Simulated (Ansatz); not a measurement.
Steps of a relaxation of CH₅BO₂Si (`[SiH3]B1OCO1`) with RKS PBE-D4/def2-SVP.

```sh
$ ansatz run in.yaml --threads 4 --pin off --events-out ev --progress --plain --max-ram 10444MiB
```

```yaml
crystal:
  periodic: [false, false, false]
  atoms:
    - {symbol: Si, position_ang: [-1.666700, -0.386700, -0.731300]}
    - {symbol: B, position_ang: [0.164800, -0.392600, -0.282000]}
    - {symbol: O, position_ang: [0.793600, -0.640200, 1.020700]}
    - {symbol: C, position_ang: [1.772100, 0.394800, 0.778400]}
    - {symbol: O, position_ang: [1.232300, 0.632800, -0.497300]}
    - {symbol: H, position_ang: [-2.371200, 0.759600, -0.000500]}
    - {symbol: H, position_ang: [-1.831800, -0.102800, -2.183200]}
    - {symbol: H, position_ang: [-2.299500, -1.609000, -0.396800]}
    - {symbol: H, position_ang: [2.756200, 0.045200, 0.804100]}
    - {symbol: H, position_ang: [1.533300, 1.247700, 1.490800]}
basis:
  gaussian: {orbitals: def2-SVP}
hamiltonian: {xc: pbe, dispersion: d4}
relax: {f_tol: 0.03, max_steps: 200}
```

Positions (Å) and forces (eV/Å) along the path, 7 of 7 steps:

```xyz
10
step=1 energy=-13748.6926 eV
Si   -1.667   -0.387   -0.731   -1.366    1.388   -1.036
B     0.165   -0.393   -0.282    5.725    2.771    3.668
O     0.794   -0.640    1.021   -0.955   -1.426    0.221
C     1.772    0.395    0.778   -4.868    0.010   -0.288
O     1.232    0.633   -0.497   -0.855    0.199   -2.207
H    -2.371    0.760   -0.001    0.314   -0.283   -0.049
H    -1.832   -0.103   -2.183   -0.121   -0.006   -0.321
H    -2.300   -1.609   -0.397   -0.870   -1.527    0.418
H     2.756    0.045    0.804    2.438   -0.700    0.040
H     1.533    1.248    1.491    0.559   -0.425   -0.445
10
step=2 energy=-13749.5309 eV
Si   -1.687   -0.393   -0.775   -0.349    0.502   -0.296
B     0.172   -0.241   -0.152    2.625    0.658    1.100
O     0.787   -0.660    1.087   -0.618    0.674   -1.298
C     1.747    0.374    0.772   -0.834    0.121    0.492
O     1.241    0.690   -0.514   -1.472   -0.925    0.199
H    -2.359    0.728   -0.011   -0.087   -0.066   -0.073
H    -1.859   -0.126   -2.242    0.014   -0.010   -0.045
H    -2.336   -1.662   -0.412   -0.231   -0.508    0.139
H     2.775    0.006    0.771    0.669   -0.212   -0.041
H     1.602    1.234    1.480    0.283   -0.234   -0.176
10
step=3 energy=-13749.6978 eV
Si   -1.700   -0.395   -0.794   -0.002    0.069    0.065
B     0.180   -0.177   -0.095    0.178    0.360    0.219
O     0.741   -0.590    1.130    0.196    0.225   -0.668
C     1.764    0.369    0.781    0.043    0.279    0.586
O     1.181    0.755   -0.464   -0.281   -0.626    0.126
H    -2.446    0.699   -0.065   -0.087   -0.043   -0.065
H    -1.846   -0.151   -2.272    0.046   -0.032    0.014
H    -2.335   -1.708   -0.425    0.038   -0.018   -0.022
H     2.788   -0.076    0.696   -0.266    0.013   -0.080
H     1.756    1.222    1.509    0.134   -0.227   -0.175
10
step=4 energy=-13749.7549 eV
Si   -1.725   -0.363   -0.768   -0.037   -0.009   -0.062
B     0.105   -0.036   -0.007    0.142   -0.142   -0.064
O     0.712   -0.537    1.150    0.118    0.149    0.075
C     1.779    0.352    0.783   -0.010   -0.096   -0.117
O     1.139    0.811   -0.420    0.055    0.056    0.162
H    -2.626    0.674   -0.148   -0.126   -0.038   -0.062
H    -1.739   -0.208   -2.266   -0.017    0.049    0.030
H    -2.236   -1.739   -0.434   -0.011    0.038    0.047
H     2.741   -0.171    0.592   -0.030   -0.102   -0.081
H     1.933    1.166    1.521   -0.083    0.095    0.070
10
step=5 energy=-13749.7623 eV
Si   -1.733   -0.345   -0.758   -0.026   -0.062   -0.053
B     0.112   -0.015    0.019   -0.106    0.119    0.067
O     0.728   -0.515    1.175   -0.036    0.001   -0.097
C     1.804    0.346    0.783    0.068    0.016    0.029
O     1.148    0.836   -0.393   -0.056   -0.083    0.004
H    -2.769    0.620   -0.237    0.103    0.042    0.067
H    -1.719   -0.190   -2.258    0.035   -0.041    0.022
H    -2.217   -1.728   -0.407    0.041    0.007   -0.033
H     2.737   -0.213    0.552   -0.023    0.002   -0.005
H     1.992    1.151    1.528    0.001   -0.001   -0.001
10
step=6 energy=-13749.7687 eV
Si   -1.732   -0.351   -0.762    0.016    0.014    0.016
B     0.095    0.002    0.029   -0.021   -0.015   -0.018
O     0.714   -0.507    1.177    0.016    0.002    0.002
C     1.796    0.346    0.780   -0.047    0.017    0.003
O     1.133    0.842   -0.390    0.016   -0.001    0.007
H    -2.735    0.633   -0.217    0.000    0.001    0.000
H    -1.701   -0.203   -2.259   -0.002   -0.001   -0.011
H    -2.203   -1.737   -0.417   -0.005   -0.010    0.000
H     2.719   -0.224    0.536    0.010   -0.002    0.000
H     1.998    1.147    1.524    0.018   -0.005    0.000
10
step=7 energy=-13749.7687 eV
Si   -1.731   -0.351   -0.762    0.000    0.000    0.000
B     0.095   -0.001    0.027    0.003   -0.002   -0.001
O     0.714   -0.507    1.177    0.002    0.004   -0.003
C     1.795    0.347    0.781   -0.003   -0.002   -0.004
O     1.133    0.842   -0.390    0.000   -0.003    0.005
H    -2.732    0.634   -0.215    0.001    0.000    0.000
H    -1.704   -0.203   -2.260    0.000    0.000    0.000
H    -2.206   -1.738   -0.418    0.000    0.000    0.000
H     2.720   -0.222    0.539   -0.004    0.001    0.000
H     1.998    1.148    1.525    0.002    0.002    0.003
```

It took 6.5 s on 4 threads of an Arm Neoverse V2 on a shared host, with 0.15 GiB of host memory at the peak.
